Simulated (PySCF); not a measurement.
Computed IR spectrum (relative IR intensity) of a molecule C₂H₃ClF₂Si. Geometry optimised at PBE-D3(BJ)/def2-SVP. One conformer was computed; it need not be the lowest. All values below come from PySCF 2.14.0 with PBE-D3(BJ)/def2-SVP. Frequencies are harmonic and unscaled.

```csv
ν (cm⁻¹),relative intensity
238,4.2
301,5.6
415,10
665,10
685,21
783,29
793,18
810,9.6
862,100
942,76
1107,2.3
1268,5.9
1600,54
2243,35
```

### Question
Identify the compound among the candidates.
A) F[SiH](F)/C=C\Cl
B) F[SiH2]/C=C(/F)Cl
C) FC(F)=C[SiH2]Cl
D) C=C(Cl)[SiH](F)F

### Answer
A, F[SiH](F)/C=C\Cl
